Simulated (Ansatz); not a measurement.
**Molecular dynamics of BFH2O2**

The input (input.yaml):

```yaml
crystal:
  periodic: [false, false, false]
  atoms:
    - { symbol: B, position_ang: [-0.024514, -0.051732, -0.006152] }
    - { symbol: O, position_ang: [-0.002878, -0.071808, 1.357623] }
    - { symbol: H, position_ang: [-0.810414, -0.351574, 1.813032] }
    - { symbol: F, position_ang: [1.128977, 0.197334, -0.598863] }
    - { symbol: O, position_ang: [-1.045471, -0.360432, -0.845403] }
    - { symbol: H, position_ang: [-1.923074, -0.403695, -0.427167] }
basis:
  gaussian: { orbitals: def2-SVP }
hamiltonian:
  xc: revpbe
  dispersion: d4
md:
  timestep: 1.0
  n_steps: 166
  ensemble: nve
  temperature: 300.0
  initial_velocities: maxwell_boltzmann
  seed: 27990
```

Command:

```bash
$ ansatz run input.yaml --threads 2 --pin off --max-ram 3072MiB --backend cpu --events-out ev --progress --plain --runs-dir out
```

It goes on from the last frame of an earlier run, with new velocities.

Output, in part (step lines, the closing report, with atoms numbered from 0):

```
md step     0: t =     0.00 fs  T =   300.0 K  F+E_penalty+E_count = -7516.11108009 eV  E_kin = 0.155112 eV  conserved = -7515.95596809 eV  (24 SCF iters)
[... lines left out ...]
Total energy: -7516.05861623 eV, -276.2100595788 hartree
Atom 0 at     0.005846    -0.070309    -0.011185 Å, force    -0.490389    -0.200576     1.210615 eV/Å
Atom 1 at    -0.034914    -0.071827     1.414994 Å, force    -0.252559    -0.152198    -1.267939 eV/Å
Atom 2 at    -0.898536    -0.368538     1.803647 Å, force     0.800529     0.311064    -0.576327 eV/Å
Atom 3 at     1.156462     0.205957    -0.656774 Å, force    -0.188362    -0.006047     0.618927 eV/Å
Atom 4 at    -1.062339    -0.350175    -0.830152 Å, force     1.167388     0.255366    -0.678346 eV/Å
Atom 5 at    -1.902367    -0.512538    -0.424979 Å, force    -1.036607    -0.207609     0.693070 eV/Å
Dipole moment:    -0.691918    -0.179380     0.313073 e Å
```

The steps, from the saved trajectory:

```tsv
time (fs)	T (K)	potential energy less start (eV)	conserved less start (meV/atom)
0	300	0.000	0.00
5	256	0.024	0.29
10	209	0.051	0.60
15	82	0.119	0.94
20	138	0.089	0.89
25	261	0.023	0.50
30	204	0.051	0.21
35	253	0.025	0.04
40	232	0.038	0.46
45	242	0.034	0.74
50	80	0.120	0.98
55	89	0.114	0.74
60	252	0.027	0.32
65	284	0.009	0.13
70	281	0.010	0.11
75	147	0.083	0.68
80	219	0.047	0.87
85	154	0.081	0.90
90	142	0.085	0.53
95	190	0.058	0.20
100	236	0.034	0.16
105	308	-0.002	0.27
110	140	0.088	0.83
115	183	0.066	0.91
120	195	0.059	0.76
125	209	0.049	0.30
130	186	0.060	0.09
135	162	0.073	0.29
140	304	0.001	0.46
145	191	0.062	0.90
150	146	0.085	0.87
155	151	0.080	0.59
160	249	0.027	0.15
165	272	0.015	0.05
```

The run went to its last step. The conserved energy stayed within 1.1 meV per atom of its start (net change 0.57 meV per atom), so the integration is sound. A run of 0.17 ps of so small a system gives no equilibrium averages.

The same pairs are bonded in the first frame and the last. Pairs count as bonded within 1.25 times the sum of covalent radii (0.12 Å more for H–H).

Last frame:

```xyz
6
Properties=species:S:1:pos:R:3
B 0.006 -0.070 -0.011
O -0.035 -0.072 1.415
H -0.898 -0.368 1.804
F 1.157 0.206 -0.657
O -1.062 -0.350 -0.830
H -1.902 -0.512 -0.425
```

Time of the run: 57 s on 2 threads of Intel(R) Xeon(R) 6975P-C (Granite Rapids) (shared host), peak memory 0.14 GiB.
